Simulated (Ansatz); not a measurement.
Coupled-cluster diagnostics for Li4S2, Ansatz.

Geometry of the singlet (PBE0-D4/def2-TZVP):

Cartesian coordinates in Å:
```
Li -1.041 -1.163 -0.437
Li -0.843 1.359 -0.166
Li 2.828 -0.009 -1.615
Li 0.097 -0.190 1.622
S -2.059 0.032 1.135
S 1.019 -0.030 -0.539
```

Correlated methods freeze 10 core orbitals; core or outer-core shells of Li are correlated, in sets that lack core-valence functions. The structure comes from a short search, and lower isomers may exist.

Estimate the CCSD(T) correlation energy, the shares of MP2 and (T), T1 and the reference's ⟨S²⟩ for: charge 0, singlet, own geometry in def2-TZVPP; charge 1, doublet, vertical in def2-TZVPP; and the rough time on 4 threads of Arm Neoverse V1 on a shared host.


| state | basis | correlation (eV) | MP2 share (%) | (T) share (%) | T1 | ⟨S²⟩ (pure) | wall time |
| --- | --- | --- | --- | --- | --- | --- | --- |
| charge 0, singlet, own geometry | def2-TZVPP | -16.063 | 88.8 | 3.7 | 0.008 | 0.00 (0.00) | 20 s |
| charge 1, doublet, vertical | def2-TZVPP | -15.030 | 86.9 | 3.4 | 0.014 | 0.76 (0.75) | 72 s |
Customary marks for T1 are 0.02 (closed shells), 0.045 (open shells) and about 0.05 (3d metals). T1 stays under 0.02 throughout.
